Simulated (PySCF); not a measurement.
## BeAl: one state, many levels of theory

State: ²Π (doublet), unpaired electrons π ↑. Set-up: PySCF, no relativity, basis sets Be aug-cc-pVDZ, Al aug-cc-pV(D+d)Z. De refers to Be + Al in their high-spin ground configurations, without counterpoise correction. The functionals are run spin-unrestricted. A positive dipole means Be(−)Al(+). Levels whose curve was spin-contaminated or gave no clean fit are not listed.

```csv
Level,Re (Å),ωe (cm⁻¹),De (eV),μ (D)
UHF-MP2,2.439,410,0.437,n/a
UHF-SCS-MP2,2.454,377,0.328,n/a
UHF-CCSD,2.493,324,0.299,n/a
UHF-CCSD(T),2.464,362,0.425,n/a
PBE,2.420,403,0.94,-0.05
r²SCAN,2.417,420,0.90,-0.24
r²SCANh,2.421,405,0.84,-0.29
PBE0,2.425,395,0.78,-0.23
MN15,2.491,323,0.65,-0.31
BHandHLYP,2.446,354,0.442,-0.34
LC-ωPBE,2.430,366,0.495,-0.65
```

Task: Which functional lies closest to UHF-CCSD(T) in De, which farthest, and by how much do they differ from it?

Result: Closest is BHandHLYP (-1.8 pm in Re, -2.2 % in ωe, +0.02 eV in De against UHF-CCSD(T) in the same basis), farthest PBE (-4.4 pm in Re, +11.3 % in ωe, +0.51 eV in De). CCSD(T) converges more slowly with the basis than the functionals do and binds too weakly in this one, so the order can change at the basis-set limit.

Task: What does a quarter of exact exchange do here, going from PBE to PBE0?

Result: PBE0 less PBE: +0.5 pm in Re, -2.0 % in ωe, -0.16 eV in De. Exact exchange removes part of the self-interaction that spreads semilocal densities, and in most molecules shortens and stiffens the bond and lowers De; here Re and ωe go the other way.

Task: What does the step from GGA to meta-GGA do here, going from PBE to r²SCAN?

Result: r²SCAN less PBE: -0.3 pm in Re, +4.2 % in ωe, -0.04 eV in De. 

Correlated steps freeze 5 core orbitals. Correlated levels converge slowly with the basis: in double zeta they bind strong bonds too weakly, by up to about 1 eV, and carry superposition errors of some tenths. The state is the lowest determinant that a PBE0 search found; another state may lie lower at other levels.

The whole job (state search and all levels along the bond) took about 3.6 min on 1 thread of Arm Neoverse V1 (shared host), peak memory 0.86 GiB.
